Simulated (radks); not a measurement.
The mean radii <r> (bohr) of the occupied orbitals of an atom or ion are listed with their occupations. Method: non-relativistic Kohn-Sham, PBE, spin-polarised, spherical densities, point nucleus; computed with a radial shooting solver on a logarithmic mesh with Libxc functionals.

| orbital | occ. | <r> |
|---|---|---|
| 1s up | 1 | 0.01846 |
| 1s down | 1 | 0.01846 |
| 2s up | 1 | 0.07762 |
| 2s down | 1 | 0.07762 |
| 2p up | 3 | 0.06555 |
| 2p down | 3 | 0.06555 |
| 3s up | 1 | 0.1952 |
| 3s down | 1 | 0.1952 |
| 3p up | 3 | 0.1858 |
| 3p down | 3 | 0.1858 |
| 3d up | 5 | 0.1619 |
| 3d down | 5 | 0.1619 |
| 4s up | 1 | 0.4267 |
| 4s down | 1 | 0.4267 |
| 4p up | 3 | 0.4294 |
| 4p down | 3 | 0.4294 |
| 4d up | 5 | 0.4337 |
| 4d down | 5 | 0.4337 |
| 4f up | 7 | 0.4441 |
| 4f down | 7 | 0.4441 |
| 5s up | 1 | 0.9494 |
| 5s down | 1 | 0.9493 |
| 5p up | 3 | 1.019 |
| 5p down | 3 | 1.019 |
| 5d up | 5 | 1.278 |
| 5d down | 5 | 1.273 |
| 6s up | 1 | 2.528 |
| 6s down | 1 | 2.518 |
| 6p up | 1 | 3.076 |

Name the element and its charge. Open shells, if any, are filled with parallel spins first.

Answer. Z = 82, lead, charge +1: Pb+ in [Hg] 6p1. The 1s radius gives Z: for a bare nucleus <r> = 1.5/Z, 0.01829 bohr for Z = 82, and screening makes it slightly larger (0.01846 here). The occupations add up to 81, and the charge is Z minus that.
